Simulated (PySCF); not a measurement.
PySCF input (HF/def2-TZVPD):

```python
from pyscf import gto, scf, dft

mol = gto.M(
    atom='''
    Si   -0.60307935   -0.32319345   -0.85065925
    N     0.49551114    0.59934431    0.13521028
    C     0.80910831    0.26303722    1.48347795
    H     1.08137138    1.15568481    2.05582122
    H     0.03568199   -0.30053864    2.02338525
    H     1.71213204   -0.37031874    1.47288542
    H     0.21343260   -1.09128417   -1.82397017
    H    -1.46651603    0.62777381   -1.58633301
    H    -1.45621879   -1.27024225   -0.07989873
    ''',
    basis='def2-tzvpd',
    charge=0,
    spin=1,
    verbose=4,
)

mf = scf.UHF(mol).density_fit(auxbasis='def2-universal-jkfit')
mf.conv_tol = 1e-9
mf.max_cycle = 100
mf.max_memory = 1500
mf.kernel()
if not mf.converged:
    mf = mf.newton()
    mf.kernel(mf.make_rdm1())
for _ in range(2):
    mo, _, stable, _ = mf.stability(return_status=True)
    if stable:
        break
    mf.kernel(mf.make_rdm1(mo, mf.mo_occ))
mf.analyze()
```

Output:

```
PySCF version 2.14.0

[INPUT] verbose = 4
[INPUT] num. atoms = 9
[INPUT] num. electrons = 33
[INPUT] charge = 0
[INPUT] spin (= nelec alpha-beta = 2S) = 1
[INPUT] symmetry False subgroup None
[INPUT] Mole.unit = angstrom
[INPUT] Symbol           X                Y                Z      unit          X                Y                Z       unit  Magmom
[INPUT]  1 Si    -0.603079350000  -0.323193450000  -0.850659250000 AA   -1.139654802881  -0.610747105753  -1.607513007828 Bohr   0.0
[INPUT]  2 N      0.495511140000   0.599344310000   0.135210280000 AA    0.936380346271   1.132596600216   0.255510398426 Bohr   0.0
[INPUT]  3 C      0.809108310000   0.263037220000   1.483477950000 AA    1.528993111010   0.497068306367   2.803367037331 Bohr   0.0
[INPUT]  4 H      1.081371380000   1.155684810000   2.055821220000 AA    2.043495747143   2.183927777220   3.884939066869 Bohr   0.0
[INPUT]  5 H      0.035681990000  -0.300538640000   2.023385250000 AA    0.067429188679  -0.567935719449   3.823643966985 Bohr   0.0
[INPUT]  6 H      1.712132040000  -0.370318740000   1.472885420000 AA    3.235460644693  -0.699800997394   2.783350056665 Bohr   0.0
[INPUT]  7 H      0.213432600000  -1.091284170000  -1.823970170000 AA    0.403329160054  -2.062228205373  -3.446804080676 Bohr   0.0
[INPUT]  8 H     -1.466516030000   0.627773810000  -1.586333010000 AA   -2.771313653984   1.186320569075  -2.997734931257 Bohr   0.0
[INPUT]  9 H     -1.456218790000  -1.270242250000  -0.079898730000 AA   -2.751854690546  -2.400409964351  -0.150986717401 Bohr   0.0

nuclear repulsion = 106.767305037948
number of shells = 71
number of NR pGTOs = 239
number of NR cGTOs = 171
basis = def2-tzvpd
ecp = {}

******** <class 'pyscf.df.df_jk.DFUHF'> ********
method = DFUHF
initial guess = minao
damping factor = 0
level_shift factor = 0
DIIS = <class 'pyscf.scf.diis.CDIIS'>
diis_start_cycle = 1
diis_space = 8
diis_damp = 0
SCF conv_tol = 1e-09
SCF conv_tol_grad = None
SCF max_cycles = 100
direct_scf = False
number electrons alpha = 17  beta = 16
Set gradient conv threshold to 3.16228e-05
******** <class 'pyscf.df.df.DF'> ********
auxbasis = def2-universal-jkfit
init E= -384.621847904612
  alpha nocc = 17  HOMO = -0.202526065029694  LUMO = 0.0545080809685341
  beta  nocc = 16  HOMO = -0.259653461637072  LUMO = -0.202526065029694

WARN: HOMO -0.202526065029694 >= LUMO -0.202526065029694

cycle= 1 E= -384.678219194974  delta_E= -0.0564  |g|= 0.262  |ddm|= 1.52
  alpha nocc = 17  HOMO = -0.407116539630091  LUMO = 0.0635709354283723
  beta  nocc = 16  HOMO = -0.385282409607093  LUMO = 0.0212969546302162
  HOMO = -0.385282409607  LUMO = 0.0212969546302  gap/eV = 11.06359
cycle= 2 E= -384.740140692969  delta_E= -0.0619  |g|= 0.108  |ddm|= 0.302
  alpha nocc = 17  HOMO = -0.419871078150269  LUMO = 0.0690900902378952
  beta  nocc = 16  HOMO = -0.396976305987671  LUMO = 0.0495961936949021
  HOMO = -0.396976305988  LUMO = 0.0495961936949  gap/eV = 12.15186
cycle= 3 E= -384.750523615171  delta_E= -0.0104  |g|= 0.0485  |ddm|= 0.127
  alpha nocc = 17  HOMO = -0.415008065416643  LUMO = 0.0750632099549977
[...]
  beta  nocc = 16  HOMO = -0.387379651699071  LUMO = 0.0678557074236375
  HOMO = -0.387379651699  LUMO = 0.0678557074236  gap/eV = 12.38759
Extra cycle  E= -384.753798914025  delta_E= -1.88e-11  |g|= 2.28e-06  |ddm|= 6.33e-06
converged SCF energy = -384.753798914025  <S^2> = 0.76232434  2S+1 = 2.0122866
uhf_internal: lowest eigs of H = [0.07458262 0.41483454 0.48496171]
<class 'pyscf.df.df_jk.DFUHF'> wavefunction is stable in the internal stability analysis
**** SCF Summaries ****
Total Energy =                        -384.753798914025310
Nuclear Repulsion Energy =             106.767305037947665
One-electron Energy =                 -741.974622650292758
Two-electron Energy =                  250.453518698319783
Two-electron Coulomb Energy =          284.813219116983362
DFT Exchange-Correlation Energy =      -34.359700418663579
HOMO-LUMO gap [eV] =                    12.387585087041344
**** MO energy ****
                             alpha | beta                alpha | beta
MO #1   energy= -68.7791918546451  | -68.7799032986316  occ= 1 | 1
MO #2   energy= -15.5729970664654  | -15.5431045764683  occ= 1 | 1
MO #3   energy= -11.2571158940531  | -11.2598581580594  occ= 1 | 1
MO #4   energy= -6.12822905273852  | -6.12915904853728  occ= 1 | 1
MO #5   energy= -4.23477312724258  | -4.23596743591855  occ= 1 | 1
MO #6   energy= -4.23469713463981  | -4.23555099115387  occ= 1 | 1
MO #7   energy= -4.23430944033568  | -4.23529387896153  occ= 1 | 1
MO #8   energy= -1.19296746016801  | -1.10943188679186  occ= 1 | 1
MO #9   energy= -0.899729850467509 | -0.864546681541327 occ= 1 | 1
MO #10  energy= -0.712699754140985 | -0.700701915617422 occ= 1 | 1
MO #11  energy= -0.633442091734715 | -0.602233288883295 occ= 1 | 1
MO #12  energy= -0.608869720251873 | -0.568877032270425 occ= 1 | 1
MO #13  energy= -0.572292663599249 | -0.551949403681824 occ= 1 | 1
MO #14  energy= -0.506007056701556 | -0.483814686472635 occ= 1 | 1
MO #15  energy= -0.483127542460974 | -0.478110962015056 occ= 1 | 1
MO #16  energy= -0.431029011505241 | -0.387379651699071 occ= 1 | 1
MO #17  energy= -0.420233758806526 | 0.0678557074236375 occ= 1 | 0
MO #18  energy= 0.0682454223421229 | 0.075827132903328  occ= 0 | 0
MO #19  energy= 0.0833897580122852 | 0.0842696256320955 occ= 0 | 0
MO #20  energy= 0.110121546933578  | 0.111558698110871  occ= 0 | 0
MO #21  energy= 0.120526530307253  | 0.122870505859059  occ= 0 | 0
MO #22  energy= 0.127249722273988  | 0.129226527299458  occ= 0 | 0
MO #23  energy= 0.140325414840999  | 0.140938118698107  occ= 0 | 0
MO #24  energy= 0.144242554590089  | 0.145720495321196  occ= 0 | 0
MO #25  energy= 0.157848042059663  | 0.158949572823343  occ= 0 | 0
MO #26  energy= 0.161532472013886  | 0.164786753828761  occ= 0 | 0
MO #27  energy= 0.182436590872885  | 0.18331264286314   occ= 0 | 0
MO #28  energy= 0.189005003394923  | 0.19967176283953   occ= 0 | 0
MO #29  energy= 0.207529962196446  | 0.208382736837746  occ= 0 | 0
MO #30  energy= 0.212440943289226  | 0.220292743122125  occ= 0 | 0
MO #31  energy= 0.232932547575358  | 0.237900331956693  occ= 0 | 0
MO #32  energy= 0.237067251202103  | 0.245936729132992  occ= 0 | 0
MO #33  energy= 0.258032078583004  | 0.260237237447906  occ= 0 | 0
MO #34  energy= 0.267701660764682  | 0.269864188162865  occ= 0 | 0
MO #35  energy= 0.277034584019978  | 0.281010420996471  occ= 0 | 0
MO #36  energy= 0.297586050726846  | 0.298659481493609  occ= 0 | 0
MO #37  energy= 0.312303472798455  | 0.313241390101417  occ= 0 | 0
MO #38  energy= 0.3201220523652    | 0.321246991383885  occ= 0 | 0
MO #39  energy= 0.331373349691651  | 0.333798867457332  occ= 0 | 0
MO #40  energy= 0.335341633917182  | 0.33714877657641   occ= 0 | 0
MO #41  energy= 0.352281511269815  | 0.352857799463023  occ= 0 | 0
MO #42  energy= 0.360175424327486  | 0.361358392754072  occ= 0 | 0
MO #43  energy= 0.368347925608446  | 0.376012516324626  occ= 0 | 0
MO #44  energy= 0.378624505549427  | 0.381990722846342  occ= 0 | 0
MO #45  energy= 0.383911152737275  | 0.386883569805903  occ= 0 | 0
MO #46  energy= 0.389913794575412  | 0.393114127061639  occ= 0 | 0
MO #47  energy= 0.397951482419678  | 0.403811625297819  occ= 0 | 0
MO #48  energy= 0.407301683452575  | 0.408452169529716  occ= 0 | 0
MO #49  energy= 0.417465003150183  | 0.422322922774541  occ= 0 | 0
MO #50  energy= 0.420637941093619  | 0.437884560072791  occ= 0 | 0
MO #51  energy= 0.438207730238086  | 0.440073314721091  occ= 0 | 0
MO #52  energy= 0.444364968159265  | 0.445921424669717  occ= 0 | 0
MO #53  energy= 0.463679629453048  | 0.467491999489914  occ= 0 | 0
MO #54  energy= 0.468644178197481  | 0.471635389807544  occ= 0 | 0
MO #55  energy= 0.482810877118264  | 0.484747130768947  occ= 0 | 0
MO #56  energy= 0.493896088336503  | 0.510861147437385  occ= 0 | 0
MO #57  energy= 0.514394442146325  | 0.517803510418824  occ= 0 | 0
MO #58  energy= 0.523626188274146  | 0.526504164535376  occ= 0 | 0
MO #59  energy= 0.530510028149043  | 0.537275866230414  occ= 0 | 0
MO #60  energy= 0.551743099000523  | 0.558078559115025  occ= 0 | 0
MO #61  energy= 0.564664644990555  | 0.567310064320075  occ= 0 | 0
MO #62  energy= 0.587040252969096  | 0.590118808953671  occ= 0 | 0
MO #63  energy= 0.59099188000448   | 0.601704612133288  occ= 0 | 0
MO #64  energy= 0.606431688721141  | 0.612748163694393  occ= 0 | 0
MO #65  energy= 0.620221694138397  | 0.622705814522002  occ= 0 | 0
MO #66  energy= 0.63870802820596   | 0.642312127010738  occ= 0 | 0
MO #67  energy= 0.653509335863213  | 0.657573244778411  occ= 0 | 0
MO #68  energy= 0.660657598988524  | 0.667129965445847  occ= 0 | 0
MO #69  energy= 0.725738051129357  | 0.732563388662218  occ= 0 | 0
MO #70  energy= 0.736573171804852  | 0.740758149796216  occ= 0 | 0
MO #71  energy= 0.779722504233319  | 0.78225785522079   occ= 0 | 0
MO #72  energy= 0.781584774965377  | 0.789726830767031  occ= 0 | 0
MO #73  energy= 0.801586100709779  | 0.804678171616492  occ= 0 | 0
MO #74  energy= 0.854352696055399  | 0.857447360914693  occ= 0 | 0
MO #75  energy= 0.860537752903878  | 0.863700731402047  occ= 0 | 0
MO #76  energy= 0.862585041963938  | 0.870796602603201  occ= 0 | 0
MO #77  energy= 0.878538259496802  | 0.88494221617211   occ= 0 | 0
MO #78  energy= 0.898603220299768  | 0.900844716444164  occ= 0 | 0
MO #79  energy= 0.921991237785475  | 0.930260273102877  occ= 0 | 0
MO #80  energy= 0.947984012039818  | 0.972269899521161  occ= 0 | 0
MO #81  energy= 0.989674932542968  | 1.00218980576345   occ= 0 | 0
MO #82  energy= 1.00058498500838   | 1.03793202748549   occ= 0 | 0
MO #83  energy= 1.04165050793024   | 1.04727366434275   occ= 0 | 0
MO #84  energy= 1.07829324891908   | 1.0876661551386    occ= 0 | 0
MO #85  energy= 1.13271957525505   | 1.13784932834579   occ= 0 | 0
MO #86  energy= 1.18589412558876   | 1.19082763865439   occ= 0 | 0
MO #87  energy= 1.18656364116097   | 1.19868810046795   occ= 0 | 0
MO #88  energy= 1.23414817730145   | 1.23834124360036   occ= 0 | 0
MO #89  energy= 1.27374358890003   | 1.28186986301667   occ= 0 | 0
MO #90  energy= 1.32635223800351   | 1.32948754801027   occ= 0 | 0
MO #91  energy= 1.3395837362137    | 1.34390432658753   occ= 0 | 0
MO #92  energy= 1.37249123866141   | 1.3782496244571    occ= 0 | 0
MO #93  energy= 1.39580860100166   | 1.39979075586283   occ= 0 | 0
MO #94  energy= 1.39735531601157   | 1.40325137716207   occ= 0 | 0
MO #95  energy= 1.41431954596997   | 1.41786249531648   occ= 0 | 0
MO #96  energy= 1.45076582305196   | 1.45173643924731   occ= 0 | 0
MO #97  energy= 1.46178764991064   | 1.46336414318749   occ= 0 | 0
MO #98  energy= 1.47541580561582   | 1.48270318925628   occ= 0 | 0
MO #99  energy= 1.58136188257755   | 1.59001240867408   occ= 0 | 0
MO #100 energy= 1.59901493798805   | 1.61310018591242   occ= 0 | 0
MO #101 energy= 1.67257708224815   | 1.68010299090722   occ= 0 | 0
MO #102 energy= 1.68836902883203   | 1.72575679093745   occ= 0 | 0
MO #103 energy= 1.77275611429337   | 1.78190658431419   occ= 0 | 0
MO #104 energy= 1.79743174626101   | 1.79840363894166   occ= 0 | 0
[...]
```

It need not be the lowest isomer of its formula.
